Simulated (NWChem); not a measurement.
System: AlI2 cation; SMILES [I][Al+][I]

```xyz
3

Al     0.0000     0.0000     0.0000
I      0.0000     0.0000     2.3613
I      0.0000     0.0000    -2.3613
```
Atoms are numbered in this order, from 1.

Program: NWChem. Medium grid unless said otherwise, to which SCAN and Minnesota functionals are sensitive. Structure relaxed at the PBE0/def2-SVP level. def2 effective core potentials on I; no spin-orbit coupling.

Task: Order these by “orbital gap (eV)”, lowest first: r2SCAN0/def2-SVP; M06-2X/def2-SVP; M06-L/def2-SVP; PBE/def2-SVP; B3LYP/def2-SVP.

Result: PBE/def2-SVP (3.43), M06-L/def2-SVP (3.90), B3LYP/def2-SVP (4.81), r2SCAN0/def2-SVP (5.61), M06-2X/def2-SVP (7.05)
